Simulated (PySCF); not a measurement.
Correlation energy of Se²⁺ (selenium, charge +2)

[Ar] 3d10 4s2 4p2, high-spin 3P determinant. Computed with PySCF 2.14 in x2c-SVPall (5s4p3d, 32 functions), with scalar relativity by spin-free X2C-1e. Frozen: [Ar] 3d10; 4 electrons correlated.

MP2 pair energies summed by pair of shells (mhartree):

| pair | energy | share (%) |
| --- | --- | --- |
| 4s-4p | -27.79 | 60.5 |
| 4s-4s | -13.40 | 29.2 |
| 4p-4p | -4.70 | 10.3 |

Total MP2 correlation energy: -45.90 mhartree.

Same-spin part -7.38 and opposite-spin part -38.52 mhartree; SCS-MP2 scales them by 1/3 and 6/5 to -48.68 mhartree.

| level | correlation energy (mhartree) |
| --- | --- |
| CCSD | -62.77 |
| (T) | -0.67 |
| CCSD(T) | -63.44 |

Diagnostics: T1 = 0.0059, D1 = 0.0165, largest double amplitude 0.094.

Problem. Is a single reference adequate?

Solution. Mostly. T1 lies below 0.03, but a double amplitude of this size points to a near-degeneracy that CCSD handles and MP2 describes poorly.
